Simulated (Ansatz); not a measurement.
Compare A (`BC(F)[SiH3]`) with its isomer B (`B[SiH2]CF`).

Calculated with Ansatz (gas phase, PBE0-D4/def2-TZVP geometries, no zero-point term in ΔE). CBS: MP2 limit from def2 TZ/QZ plus the TZ coupled-cluster correction, frozen cores. Functionals use def2-TZVPP. B3LYP here is the variant with VWN-RPA as its local correlation; programs differ in this. One conformer a species, not always the lowest.

Question: Which is lower in electronic energy at CCSD(T)/CBS, and by how much? (Estimate.)

Answer: The calculation gave: A, by 41.2 kJ/mol.

Question: Give E(B) − E(A) in kJ/mol with PBE0-D4, CCSD(T)/def2-SVP, B3LYP-D4, B3LYP, BLYP-D4, r2SCAN-D4, ωB97M-V. (An estimate is asked.)

Answer: Computed: PBE0-D4 43.3, CCSD(T)/def2-SVP 44.6, B3LYP-D4 44.5, B3LYP 42.1, BLYP-D4 46.5, r2SCAN-D4 48.1, ωB97M-V 48.6. None reverses the order clearly.

Question: Does the order hold for the free energy at 298.15 K (harmonic terms from PBE0-D4)? (Estimate.)

Answer: Computed: Yes: G(B) − G(A) = +41.7 kJ/mol, for one conformer each. Modes under 60 cm⁻¹, often nearly free rotors, make the harmonic entropy too high.

Largest T1 diagnostic: 0.013.

Leaving LDA and LC-ωPBE aside and taking each functional with its dispersion term where it has one, the values, not all of them listed here, spread over 7.3 kJ/mol, from ωB97X-V to ωB97M-V. LDA lies +13.6 kJ/mol from PBE without D4. At CCSD(T), def2-SVP lies +3.4 kJ/mol from the extrapolated value and def2-TZVPP −0.3 kJ/mol.
